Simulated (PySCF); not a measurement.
## Cu: ionisation energy

Cu [Ar] 3d10 4s1 (2S) → Cu⁺ [Ar] 3d10 (1S), as a difference of total energies. Computed with PySCF 2.14 in aug-cc-pwCVTZ-DK (10s9p7d4f3g, 127 functions), with scalar relativity by spin-free X2C-1e. Correlated levels: valence and next inner shell: [Ne] frozen. The calculations carry no spin-orbit coupling.

```csv
method,ionisation energy (eV)
UHF,6.583
MP2 (valence and next inner shell),7.750
SCS-MP2 (valence and next inner shell),7.546
CCSD (valence and next inner shell),7.524
CCSD(T) (valence and next inner shell),7.699
```

Question: How much does correlation contribute at CCSD(T) (valence and next inner shell)?

Answer: 7.699 − (6.583) = 1.116 eV, measured against UHF.

Errors of the correlated levels include the incompleteness of this basis and the frozen core.

For comparison: 7.726 eV (measured; NIST Atomic Spectra Database, ionization energies).
